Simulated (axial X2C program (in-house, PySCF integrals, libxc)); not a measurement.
**Potential curves of GaBr⁻, 2c**

Computed with an axial X2C code built on PySCF integrals. Two-component (2c) means X2C with spin–orbit coupling and atomic mean-field two-electron Coulomb and Gaunt terms. Basis: Br dyall-acv3z [9s10p7d5f1g], Ga dyall-acv3z [10s10p8d5f1g] (cores contracted in-house); Gaussian nuclei, density fitting, unrestricted open shells. Masses: Br 78.918 u, Ga 68.926 u.

State: Ω = 1/2 (⟨Sz⟩ = -0.50, ⟨Lz⟩ = 1.00 at HF). Energies in eV from the fragments at the same level (Br- + Ga). Fits are polynomials in 1 − R0/R over 0.85 to 1.23 times the lowest point R0.

```csv
R (Å),MP2,CCSD,CCSD(T)
2.2307,-0.7488,,
2.3332,-0.9951,-0.9291,-0.9767
2.4102,-1.0978,-1.0376,-1.0849
2.4871,-1.1519,-1.0982,-1.1446
2.5640,-1.1711,-1.1237,-1.1688
2.6537,-1.1620,-1.1219,-1.1650
2.7435,-1.1296,-1.0967,-1.1373
2.8589,-1.0667,-1.0427,-1.0796
2.9999,-0.9730,,
3.2050,-0.8281,,
```

Correlated methods: 11 electrons correlated (number of frozen shells: Br 3 s, 2 p, 1 d; Ga 3 s, 2 p, 1 d), 337 virtual spin orbitals or spinors in MP2, 90 natural virtuals in coupled cluster.

Occupations by symmetry block were frozen at the best pattern of an incomplete PBE0 search. Dissociation energies refer to the lowest single-determinant-based atoms at the same level and basis. CCSD and (T) use frozen natural virtuals with an MP2 correction for the truncation; (T) itself is uncorrected, so its De runs slightly low. The highest occupied level is positive at some bond lengths even in Hartree–Fock (under at least one Hamiltonian), so the basis set holds the extra electron there; where that holds at Re the anion is at best weakly bound and its constants depend on the basis. With the outer-core shells frozen, correlated bond lengths of heavy atoms tend to come out a few hundredths of an ångström too long. Coupled cluster ran on the points near the minimum only. MP2 and coupled cluster on one determinant become unreliable at the stretched end.

Q: Fit the MP2 curve near its minimum: give the equilibrium distance, the harmonic wavenumber and the well depth.

A: At MP2, 2c: Re = 2.580 Å, ωe ≈ 171 cm⁻¹, De = 1.17 eV to Br- + Ga; Be follows as 0.0688 cm⁻¹.

Q: What are Re, ωe and De at the CCSD level?

A: At CCSD, 2c: Re = 2.602 Å, ωe ≈ 164 cm⁻¹, De = 1.13 eV to Br- + Ga; Be follows as 0.0677 cm⁻¹.

Q: Fit the CCSD(T) curve near its minimum: give the equilibrium distance, the harmonic wavenumber and the well depth.

A: At CCSD(T), 2c: Re = 2.596 Å, ωe ≈ 167 cm⁻¹, De = 1.17 eV to Br- + Ga; Be follows as 0.068 cm⁻¹.
